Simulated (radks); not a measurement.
Species: the bromine ion Br3+. Configuration: [Ar] 3d10 4s2 4p1.5 4f0.5 (fractional occupations, a model configuration). Calculated with a radial shooting solver on a logarithmic mesh with Libxc functionals: Dirac Kohn-Sham, XLYP, spin-unpolarised, spherical densities, point nucleus; open shells fill j = l - 1/2 first. Some entries of the table are withheld. Estimate them.

orbital  occ.  eigenvalue (hartree)  r(max) (bohr)
1s1/2       2             -491.0419        0.02791
2s1/2       2             -65.25375         0.1593
2p1/2       2             -58.93019         0.1252
2p3/2       4             -57.18224         0.1284
3s1/2       2             -10.29043         0.4839
3p1/2       2                   (1)         0.4750
3p3/2       4                   (2)         0.4837
3d3/2       4              -4.02112         0.4284
3d5/2       6              -3.98087         0.4311
4s1/2       2              -2.09615          1.357
4p1/2     1.5              -1.57877          1.502
4p3/2       0              -1.55048          1.527
4f5/2     0.5                   (3)          3.661
4f7/2       0                   (4)          3.662

Answer. 
(1) 3p1/2 eigenvalue (hartree): -8.09122
(2) 3p3/2 eigenvalue (hartree): -7.83904
(3) 4f5/2 eigenvalue (hartree): -0.40884
(4) 4f7/2 eigenvalue (hartree): -0.40882
